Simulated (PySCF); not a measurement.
**Cr⁺ (chromium, charge +1) across methods**

[Ar] 3d4 4p1, one real determinant (an excited configuration). Calculation: PySCF 2.14, in aug-cc-pVQZ-DK (9s8p6d4f3g2h, 140 functions); scalar relativity by spin-free X2C-1e.

```json
{"method": "PBE0", "E (hartree)": "-1050.108", "mean ε 3p β (eV)": "-58.401", "mean ε 3d α (eV)": "-18.410", "mean ε 4p α (eV)": "-8.972", "Σ⟨r²⟩ (bohr²)": "31.13", "⟨S²⟩": "8.751"}
{"method": "PW91", "E (hartree)": "-1050.375", "mean ε 3p β (eV)": "-55.701", "mean ε 3d α (eV)": "-16.290", "mean ε 4p α (eV)": "-8.487", "Σ⟨r²⟩ (bohr²)": "30.96", "⟨S²⟩": "8.750"}
{"method": "r2SCAN", "E (hartree)": "-1050.280", "mean ε 3p β (eV)": "-56.333", "mean ε 3d α (eV)": "-16.576", "mean ε 4p α (eV)": "-8.489", "Σ⟨r²⟩ (bohr²)": "30.91", "⟨S²⟩": "8.751"}
{"method": "BLYP", "E (hartree)": "-1050.359", "mean ε 3p β (eV)": "-55.507", "mean ε 3d α (eV)": "-16.006", "mean ε 4p α (eV)": "-8.243", "Σ⟨r²⟩ (bohr²)": "31.05", "⟨S²⟩": "8.751"}
{"method": "BP86", "E (hartree)": "-1050.457", "mean ε 3p β (eV)": "-55.808", "mean ε 3d α (eV)": "-16.274", "mean ε 4p α (eV)": "-8.543", "Σ⟨r²⟩ (bohr²)": "30.87", "⟨S²⟩": "8.750"}
{"method": "PBE", "E (hartree)": "-1050.078", "mean ε 3p β (eV)": "-55.617", "mean ε 3d α (eV)": "-16.209", "mean ε 4p α (eV)": "-8.444", "Σ⟨r²⟩ (bohr²)": "31.03", "⟨S²⟩": "8.750"}
{"method": "UHF", "E (hartree)": "-1049.25529", "mean ε 3p β (eV)": "-65.393", "mean ε 3d α (eV)": "-24.523", "mean ε 4p α (eV)": "-10.165", "Σ⟨r²⟩ (bohr²)": "32.17", "⟨S²⟩": "8.752"}
{"method": "LDA", "E (hartree)": "-1047.978", "mean ε 3p β (eV)": "-55.729", "mean ε 3d α (eV)": "-16.368", "mean ε 4p α (eV)": "-8.487", "Σ⟨r²⟩ (bohr²)": "30.80", "⟨S²⟩": "8.750"}
```

⟨L²⟩ = 8.01 against 12 for a pure F term, so this real determinant mixes terms.
